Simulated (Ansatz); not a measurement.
Breaking the Se1–I3 bond in HISe (SMILES [SeH]I) (multiplicity 1 held, fragments rigid). Energies count from the point at 2.543 Å.
Geometry at that point (charge 0, multiplicity 1):
```xyz
3

Se    -0.9044    -0.7406     0.9881
H     -1.8402    -1.1856    -0.0595
I      0.6149     0.4975    -0.6327
```

Signs of static correlation in def2-SVP, from Ansatz (a program for electronic structure) runs.

```csv
R (Å),T1 of restricted CCSD,⟨S²⟩ of UHF,largest double amplitude of restricted CCSD
2.035,0.008,0.000,0.046
2.289,0.008,0.000,0.071
2.543,0.009,0.000,0.110
2.798,0.011,0.190,0.163
3.052,0.014,0.627,0.224
3.433,0.020,?,0.333
3.815,0.029,1.001,0.465
4.451,0.041,1.014,?
5.086,0.047,1.014,0.756
5.849,0.048,1.014,0.815
6.867,0.047,1.014,0.841
8.138,0.045,1.014,0.850
```

Task: Fill in the missing entries.

Result: 
- 3.433, ⟨S²⟩ of UHF: 0.883
- 4.451, largest double amplitude of restricted CCSD: 0.646

Doubts at one or more of the structures used: a restricted determinant that unrestricted orbitals would lower (R-CCSD(T)/def2-SVP); other coupled-cluster roots lie near (R-CCSD(T)/def2-SVP); a spin-contaminated determinant (U-CCSD(T)/def2-SVP); T1 above 0.05 (U-CCSD(T)/def2-SVP); the program's own flag: other amplitudes (U-CCSD(T)/def2-SVP).
